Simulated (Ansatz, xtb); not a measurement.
Relaxing a trial structure of F4OSi2

The starting geometry of this gas-phase singlet was built from a drawn formula by distance geometry and a force field; its bonds are those of `O=[Si+][Si-](F)(F)(F)F`.

```tsv
atom	x (Å)	y (Å)	z (Å)
F	0.8805	1.1896	-2.1197
F	-2.2375	0.7666	-0.6847
F	-1.1204	-0.0754	-2.7000
F	-1.0280	2.6569	-1.5352
O	0.9113	-0.3319	1.6979
Si	0.2629	0.2502	0.4067
Si	-0.7248	1.0112	-1.4157
```

Q: Predict what becomes of its bonds when it is optimised with r2SCAN-D4/def2-SVP.

A: A bond breaks, giving a structure given below by its coordinates. Contacts that open: Si6–Si7 (2.21 → 3.70 Å).

The energy falls by 2.93 eV over 45 steps:

```json
{"step": "1", "E − E(last) (eV)": "2.933"}
{"step": "6", "E − E(last) (eV)": "0.844"}
{"step": "11", "E − E(last) (eV)": "0.348"}
{"step": "16", "E − E(last) (eV)": "0.341"}
{"step": "21", "E − E(last) (eV)": "0.334"}
{"step": "25", "E − E(last) (eV)": "0.327"}
{"step": "30", "E − E(last) (eV)": "0.280"}
{"step": "35", "E − E(last) (eV)": "0.113"}
{"step": "40", "E − E(last) (eV)": "0.008"}
{"step": "45", "E − E(last) (eV)": "0.000"}
```

Final geometry (Å):

```xyz
7

F     0.5476    2.0493   -1.2607
F    -1.9216    1.2516   -0.3839
F    -0.5099   -0.3263   -2.1221
F    -1.4350    1.8811   -2.7187
O     0.1789    0.1015    0.2072
Si    0.8304   -0.6124    1.3983
Si   -0.7465    1.1221   -1.4707
```

From the same start GFN2-xTB reaches the same bonding as this run.

The end wasn't checked by frequencies. Run with Ansatz 0.2.0, 55 s on 2 threads of Intel(R) Xeon(R) 6975P-C (Granite Rapids) (shared host).
